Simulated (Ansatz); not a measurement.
Total energies of CH$_{5}$Al$_{2}$FOS, SMILES `[OH][AlH][Al]([F])[CH2]S`.

```xyz
11

O    -1.971   -0.588    0.876
Al   -1.850   -0.017   -0.740
Al    0.606    0.588   -1.067
F     1.203    1.759   -2.084
C     1.896   -0.349    0.061
S     1.235    0.809    1.345
H    -2.784   -0.903    1.270
H    -3.187   -0.003   -1.606
H     1.823   -1.377    0.405
H     2.942   -0.068   -0.068
H     0.087    0.147    1.608
```

Charge 0, multiplicity 1. All single points use the PBE0-D4/def2-TZVP geometry. It is one conformer, not always the lowest. Basis def2-TZVPP, Ansatz.

RPA on PBE orbitals: Hartree–Fock energy of these orbitals -1096.62757 Eh, correlation -1.62141 Eh (frozen core).

| functional | energy without D4 (Eh) | D4 term (kJ/mol) |
| --- | --- | --- |
| PBE | -1098.81946 | -26.9 |
| revPBE | -1099.24020 | -70.0 |
| BLYP | -1099.45622 | -57.2 |
| r2SCAN | -1099.31378 | -6.6 |
| PBE0 | -1098.90202 | -23.2 |
| r2SCAN0 | -1099.27017 | -8.0 |
| HSE06 (plane-wave form) | -1098.87263 | -22.0 |
| ωB97X-V | -1099.28328 | – |
| B2PLYP | -1098.99867 | – |
| PBE-QIDH | -1098.61484 | – |

(1) Give the same for LDA (SPW92), B97M-V, B3LYP, r2SCANh, BHLYP, CAM-B3LYP, LC-ωPBE, ωB97M-V. (An estimate is asked.)

B3LYP takes the VWN-RPA correlation (the form of Gaussian; ORCA's B3LYP/G). HSE06 is the plane-wave form, built on full-range PBE exchange. The double hybrids freeze the cores in their second-order part.

Results:

(1) Ansatz gave: 
```json
{"functional": "LDA (SPW92)", "energy without D4 (Eh)": "-1094.46933", "D4 term (kJ/mol)": "–"}
{"functional": "B97M-V", "energy without D4 (Eh)": "-1099.21985", "D4 term (kJ/mol)": "–"}
{"functional": "B3LYP", "energy without D4 (Eh)": "-1099.55977", "D4 term (kJ/mol)": "-43.8"}
{"functional": "r2SCANh", "energy without D4 (Eh)": "-1099.29573", "D4 term (kJ/mol)": "-7.1"}
{"functional": "BHLYP", "energy without D4 (Eh)": "-1099.39575", "D4 term (kJ/mol)": "-37.6"}
{"functional": "CAM-B3LYP", "energy without D4 (Eh)": "-1099.44626", "D4 term (kJ/mol)": "-24.1"}
{"functional": "LC-ωPBE", "energy without D4 (Eh)": "-1099.08936", "D4 term (kJ/mol)": "–"}
{"functional": "ωB97M-V", "energy without D4 (Eh)": "-1099.37128", "D4 term (kJ/mol)": "–"}
```

LC-ωPBE has ω = 0.4 bohr⁻¹.
